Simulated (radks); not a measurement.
Spherical quantum dot in the effective-mass picture: electrons in a well V = -V0 / (1 + exp((r - R)/a)) with V0 = 13.8, R = 4.64, a = 0.47, all in effective atomic units (hartree* = m*/eps^2 hartree, bohr* = eps/m* bohr), one dielectric constant everywhere. Calculated with a radial shooting solver with Libxc functionals: non-relativistic Kohn-Sham, PBEsol, spin-polarised, spherical densities. Levels are named by radial order and angular momentum (1s, 1p, 1d, 2s, ...), and open shells are averaged over m. Each electron was tried in the lowest free levels, single moves between levels near the top were tried too, and the lowest total energy was kept; such a search can miss a lower state. At N = 1 the Hartree and exchange-correlation terms need not cancel, so that row can carry a self-interaction error.

N	open shells	2S	mu = E(N) - E(N-1) (hartree*)	addition energy mu(N+1) - mu(N) (hartree*)	e(HOMO) (hartree*)
1	1s(up 1, down 0)	1	-13.385	0.4319	-13.215
2	none	0	-12.953	0.6514	-12.787
3	1p(up 1, down 0)	1	-12.302	0.3203	-12.143
4	1p(up 2, down 0)	2	-11.981	0.3259	-11.818
5	1p(up 3, down 0)	3	-11.655	0.4111	-11.492
6	1p(up 3, down 1)	2	-11.244	0.3039	-11.094
7	1p(up 3, down 2)	1	-10.940	0.3096	-10.786
8	none	0	-10.631	0.6486	-10.475
9	1d(up 1, down 0)	1	-9.9821	0.2944	-9.8351
10	1d(up 2, down 0)	2	-9.6877	0.2949	-9.5402
11	1d(up 3, down 0)	3	-9.3928	0.2946	-9.2454
12	1d(up 4, down 0)	4	-9.0982	0.2939	-8.9511
13	1d(up 5, down 0)	5	-8.8043	0.3692	-8.6577
14	1d(up 5, down 1)	4	-8.4350	0.2835	-8.2935
15	1d(up 5, down 2)	3	-8.1515	0.2843	-8.0094
16	1d(up 5, down 3)	2	-7.8672	0.2844	-7.7249
17	1d(up 5, down 4)	1	-7.5828	0.2841	-7.4406
18	none	0	-7.2987	0.6579	-7.1568
19	1f(up 1, down 0)	1	-6.6408	0.2749	-6.5033
20	1f(up 2, down 0)	2	-6.3658	0.2747	-6.2285
21	1f(up 3, down 0)	3	-6.0912	0.2743	-5.9540
22	1f(up 4, down 0)	4	-5.8169	0.2738	-5.6799
23	1f(up 5, down 0)	5	-5.5431	0.2732	-5.4064
24	1f(up 6, down 0)	6	-5.2699	0.2726	-5.1335
25	1f(up 7, down 0)	7	-4.9973	-	-4.8613

All shells are closed at N = 2, 8, 18 (there: 1s2 1p6 1d10); the second difference of the energy has clear peaks (12 % above both neighbours; the first and last values, which can be the largest, are not judged, and half-filled shells can peak too) at N = 2, 5, 8, 13, 18.
